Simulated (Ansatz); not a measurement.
The molecule SnO, closed-shell singlet (the spin of the measured ground state). No spin–orbit coupling.

D_e counts from the fitted minimum to each atom's lowest state at the same level, without counterpoise. The singlet is restricted.

Correlated levels freeze the inner cores; with def2 sets outer-core shells near the valence are correlated too. CBS: X⁻³ extrapolation of the correlation energy, Hartree–Fock from the larger set.

Codes used: Ansatz (Gaussian orbitals). Each number belongs to the level named beside it. In def2 rows elements past Kr take small-core potentials, without spin–orbit coupling.

| level | bond energy D_e (kcal/mol) |
|---|---|
| SVWN5/def2-TZVPP | 167.23 |
| r2SCAN/def2-TZVPP | 130.46 |
| B97M-V/def2-TZVPP | 133.10 |
| BHLYP/def2-TZVPP | 106.48 |
| B2PLYP/def2-TZVPP | 134.24 |
| CCSD/def2-TZVPP | 114.95 |
| CCSD/def2-QZVPP | ? |
| CCSD(T)/def2-TZVPP | ? |
| CCSD(T)/CBS(def2-TZVPP, def2-QZVPP) | 134.92 |

### Question
Some entries are withheld; supply them.

### Answer

- CCSD/def2-QZVPP, bond energy D_e (kcal/mol): 119.86
- CCSD(T)/def2-TZVPP, bond energy D_e (kcal/mol): 126.58

Doubts at one or more of the structures used: a restricted determinant that unrestricted orbitals would lower (CCSD/def2-TZVPP, CCSD(T)/def2-TZVPP, CCSD(T)/CBS(def2-TZVPP, def2-QZVPP)).

Ansatz is a program for electronic structure.
